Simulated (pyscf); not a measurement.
`[OH][Zn][Cl]`, singlet

Gas-phase minimum from PySCF at ωB97X-D3(BJ)/def2-SVP, one conformer. 

SMILES: [OH][Zn][Cl]
```xyz
4

O     -0.3341     0.8925    -1.3045
Zn     0.7213     0.4467     0.0410
Cl     2.0792    -0.0251     1.5680
H     -1.2604     0.6441    -1.2181
```

Bond lengths (Å): O1–Zn2 1.767, O1–H4 0.963, Zn2–Cl3 2.097. Angles (°): Zn2–O1–H4 116.2, O1–Zn2–Cl3 176.2.

Properties at ωB97X-D3(BJ)/def2-SVP:

| Property | Result |
|---|---|
| Harmonic wavenumbers, unscaled | 124, 128, 419, 694, 753, 3924 cm⁻¹ |
| Zero-point energy | 8.6 kcal/mol |
| Rotational symmetry number | 1 |
| Entropy of this conformer at 298 K and 1 atm, rigid rotor and harmonic oscillator, modes under 100 cm⁻¹ raised to 100 | 290.4 J/(mol K) |
| Dipole moment | 1.93 D |

Single-point totals, which compare only within one level (frozen core for MP2 and CC):

| level | total energy (hartree) |
|---|---|
| ωB97X-D3(BJ)/def2-TZVP | -2315.52087 |
| PBE/def2-TZVP | -2315.00842 |
| r²SCAN/def2-TZVP | -2315.46206 |
| B3LYP-D3(BJ)/def2-TZVP | -2315.61188 |
| PBE0-D3(BJ)/def2-TZVP | -2315.06295 |
| M06-2X/def2-TZVP | -2315.47511 |
| ωB97M-D3(BJ)/def2-TZVP | -2315.63764 |
| HF/def2-TZVPP | -2312.87245 |
| MP2/def2-TZVPP | -2314.13614 |
| CCSD/def2-TZVPP | -2314.06910 |
| CCSD(T)/def2-TZVPP | -2314.10334 |

Soft torsions are taken as harmonic, which can shift the entropy by several J/(mol K). The CCSD(T) − MP2 part came from Ansatz, without density fitting, on the same reference. The frozen core leaves the outer d or s,p core shells of the metals and heavy elements correlated in the MP2 and CC values, and def2-TZVPP describes them poorly, so these totals are far from the basis limit. Elements up to Kr have no core potential and no relativistic terms here.
